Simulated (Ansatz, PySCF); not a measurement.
Gas-phase reaction in SMILES: [F][Ge][F] → [F][Ge][F] as doublet, charge +1 + e-
Each molecule is optimised on its own at B3LYP-D3(BJ)/def2-TZVP (Ansatz, a program for electronic structure). A spin state is the lowest found, not a proven ground state.

Property: adiabatic ionisation energy (electronic energy difference), in eV. Valence correlation only, unless marked. Open shells are spin-unrestricted. No spin-orbit coupling. The frozen core is the preceding noble-gas configuration, with the filled d and f shells of earlier blocks. No relativistic terms. CBS(X,Y): correlation extrapolated as X^-3; Hartree-Fock from the larger set. [CCSD(T)-MP2]/basis is that difference in the basis named.

```
level                                                                 program  adiabatic ionisation energy (eV)  minus last row
-------------------------------------------------------------  --------------  --------------------------------  --------------
HF-D3(BJ)/def2-TZVPD                                            PySCF + dftd3                             10.40           -0.92
PBE-D4/def2-TZVPD                                              Ansatz + dftd4                             11.25           -0.07
BLYP-D3(BJ)/def2-TZVPD                                         Ansatz + dftd3                             11.29           -0.03
BP86/def2-TZVPD                                                         PySCF                             11.38            0.06
TPSS/def2-TZVPD                                                         PySCF                             11.16           -0.16
r2SCAN-D4/def2-TZVPD                                           Ansatz + dftd4                             11.23           -0.09
B97M-V/def2-TZVPD                                                      Ansatz                             11.23           -0.09
PBE0-D3(BJ)/def2-TZVP                                          Ansatz + dftd3                             11.26           -0.06
M06-2X/def2-TZVPD                                                       PySCF                             11.22           -0.10
wB97M-V/def2-TZVPD                                                     Ansatz                             11.41            0.09
B2PLYP-D3(BJ)/def2-TZVPD                                       Ansatz + dftd3                             11.32            0.00
B2PLYP/def2-TZVPD                                                      Ansatz                             11.32            0.00
MP2/STO-3G                                                             Ansatz                              6.18           -5.14
MP2/6-31G*                                                             Ansatz                             10.76           -0.56
RI-MP2/CBS(aug-cc-pVTZ,aug-cc-pVQZ)                                    Ansatz                             11.21           -0.11
SCS-MP2/STO-3G                                                         Ansatz                              6.26           -5.06
SCS-MP2/aug-cc-pVDZ                                                    Ansatz                             11.21           -0.11
SCS-MP2/cc-pVDZ                                                        Ansatz                             10.94           -0.38
CCSD(T)/6-31G*                                                         Ansatz                             10.90           -0.42
RI-MP2/CBS(aug-cc-pVTZ,aug-cc-pVQZ)+[CCSD(T)-MP2]/aug-cc-pVTZ          Ansatz                             11.34            0.02
CCSD(T)/CBS(cc-pVTZ,cc-pVQZ)                                           Ansatz                             11.32            0.00
```
